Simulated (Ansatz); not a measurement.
Mulliken charges of C$_{2}$H$_{5}$FOSi, SMILES `C=CO[SiH2]F` from r2SCAN/def2-TZVPP in Ansatz (PBE0-D4/def2-TZVP geometry).

| atom | x (Å) | y (Å) | z (Å) | charge (e) |
| --- | --- | --- | --- | --- |
| C1 | -1.829 | 0.555 | 0.856 | -0.236 |
| C2 | -0.797 | -0.123 | 0.385 | 0.102 |
| O3 | 0.168 | 0.454 | -0.380 | -0.327 |
| Si4 | 1.590 | -0.217 | -0.826 | 0.683 |
| F5 | 2.654 | -0.098 | 0.353 | -0.314 |
| H6 | -1.944 | 1.614 | 0.662 | 0.088 |
| H7 | -2.576 | 0.047 | 1.448 | 0.086 |
| H8 | -0.670 | -1.188 | 0.573 | 0.086 |
| H9 | 2.081 | 0.566 | -1.973 | -0.077 |
| H10 | 1.407 | -1.661 | -1.093 | -0.092 |

Q: By hand: the dipole of these point charges (1 e Å = 4.8032 D).

A: Σ q r = (-0.192, -0.256, -0.229) e Å, of length 0.393 e Å = 1.89 D.

Q: How does the dipole of the full density compare? (Estimate.)

A: Ansatz gave: (-0.126, -0.172, -0.132) e Å, 1.20 D; the point charges give 1.57 times that, at 4° from its direction.

Point charges leave out the atoms' own dipoles, such as those of lone pairs, and Mulliken's split depends on the basis, so the two needn't agree.
